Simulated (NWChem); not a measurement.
# BHOClF; SMILES OB(F)Cl

```xyz
5

B      0.0088    -0.4308     0.0000
F     -1.1406    -1.1029     0.0000
Cl    -0.0268     1.3316     0.0000
O      1.1982    -1.0659     0.0000
H      1.0914    -2.0303     0.0000
```
Atoms are numbered in this order, from 1.

Coordinates come from a B3LYP/6-31G* (spherical d) optimisation.

Symmetry labels are those of Cs in the frame above (b1 and b2, or b-type labels, depend on it). States above −ε(HOMO) = 8.0 eV lie in this functional's continuum and hang on the basis.

Question: List the 4 lowest vertical singlet excitations from PBE/def2-SVPD, TDA (NWChem).

Answer: 
| state | energy (eV) | oscillator strength | symmetry | leading excitation (squared amplitude) |
|---|---|---|---|---|
| S1 | 7.12 | 0.016 | a' | HOMO → LUMO (1.00) |
| S2 | 7.24 | 0.000 | a" | HOMO → LUMO+1 (1.00) |
| S3 | 7.36 | 0.004 | a" | HOMO−1 → LUMO (1.00) |
| S4 | 8.18 | 0.122 | a' | HOMO−1 → LUMO+1 (0.82) |
